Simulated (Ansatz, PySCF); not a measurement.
Process, species as SMILES: Cl (HCl) → [Cl-] + H+
Geometries: B3LYP-D3(BJ)/def2-TZVP minima from Ansatz (an electronic-structure program).

Quantity: gas-phase deprotonation energy (enthalpy at 298 K, with B3LYP-D3(BJ) rigid-rotor harmonic-oscillator terms from PySCF), in kJ/mol. Valence correlation only, unless marked. No spin-orbit coupling. Non-relativistic unless marked X2C. Anions need diffuse functions: aug- sets have them; def2-D sets add few; the other sets have none. CBS(X,Y): correlation extrapolated as X^-3; Hartree-Fock from the larger set.

| level | program | gas-phase deprotonation energy (kJ/mol) |
|---|---|---|
| B3LYP-D4/def2-TZVPD | Ansatz + dftd4 | [?] |
| PBE0/6-31G* | Ansatz | 1408.1 |
| PBE0-D3(BJ)/def2-TZVP | Ansatz + dftd3 | 1423.1 |
| PBE0-D4/def2-TZVPD | Ansatz + dftd4 | [?] |
| TPSSh/def2-TZVPD | PySCF | 1397.8 |
| M06-2X/def2-TZVPD | PySCF | [?] |
| wB97M-V/def2-TZVPD | Ansatz | [?] |
| SCS-MP2/def2-TZVPP | Ansatz | 1435.7 |
| SCS-MP2/def2-TZVPPD | Ansatz | 1403.3 |
| CCSD/cc-pV(D+d)Z | Ansatz | 1472.8 |
| X2C-CCSD(T)/cc-pVTZ-DK | Ansatz | 1436.0 |
| CCSD(T)/CBS(aug-cc-pV(T+d)Z,aug-cc-pV(Q+d)Z) | Ansatz | 1393.0 |

Task: Some entries are withheld; supply them.

Result: 
- B3LYP-D4/def2-TZVPD, gas-phase deprotonation energy (kJ/mol): 1388.9
- PBE0-D4/def2-TZVPD, gas-phase deprotonation energy (kJ/mol): 1395.4
- M06-2X/def2-TZVPD, gas-phase deprotonation energy (kJ/mol): 1383.7
- wB97M-V/def2-TZVPD, gas-phase deprotonation energy (kJ/mol): 1380.0
